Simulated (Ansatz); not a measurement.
Basis-set extrapolation for C2H5FOSi2, SMILES `FC1=C[SiH2]O[SiH2]1` (PBE0-D4/def2-TZVP geometry, frozen core, Ansatz 0.2.0). Multiplicity 1, RHF reference.

```csv
,def2-TZVPP,def2-QZVPP
HF,-831.021721,-831.051768
MP2 correlation,-1.021395,-1.103272
CCSD(T) correlation,-1.103292,not run
```

Energies in hartree. Use E(X) = E(∞) + A·exp(−7.88·√X) for Hartree–Fock and E(X) = E(∞) + B·X^(−2.97) for correlation, with X = 3 and 4, and add CCSD(T) minus MP2 of the smaller set to the MP2 limit.

Q: What is the CCSD(T) energy at the basis-set limit?

A: HF limit: -831.051768 + (-0.030047) × 0.13774 = -831.05591. MP2 limit: -1.103272 + (-0.081877) × 0.74074 = -1.16392. Higher-order term: -1.103292 − (-1.021395) = -0.08190. Total: -832.30173 hartree, 4.81 eV below CCSD(T)/def2-TZVPP.
